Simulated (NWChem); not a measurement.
System: BPH₄O; SMILES OBP

Here is an NWChem input.

```
start job
memory heap 200 mb stack 900 mb global 1100 mb
geometry units angstroms noautosym nocenter noautoz
  B     -0.593901    -0.694051    -0.298704
  H     -1.585622    -1.048968    -0.895110
  O      0.135527    -1.670385     0.277608
  H      0.915835    -1.361760     0.750754
  P     -0.094440     1.167294    -0.365306
  H      0.505613     1.286531     0.925738
  H     -1.367382     1.681742     0.011184
end
basis spherical
  * library def2-tzvp
end
dft
  xc xcamb88 1.00 lyp 0.81 vwn_5 0.19 hfexch 1.00
  cam 0.33 cam_alpha 0.19 cam_beta 0.46
  iterations 150
end
property
  efieldgrad
end
task dft property
```

The geometry was optimised at PBE0/def2-SVP.

Vzz is the largest principal value of the second derivative of the potential at the nucleus (NWChem prints the opposite sign); η is the asymmetry. Non-relativistic.

Atoms are numbered as in the input.

Problem. What results follow from this input? (CAM-B3LYP/def2-TZVP.) Quantities: Vzz B1 (a.u.); η B1; Vzz O3 (a.u.); η O3.

Solution. 
* **Vzz B1 (a.u.)**: 0.438
* **η B1**: 0.26
* **Vzz O3 (a.u.)**: 1.200
* **η O3**: 0.13
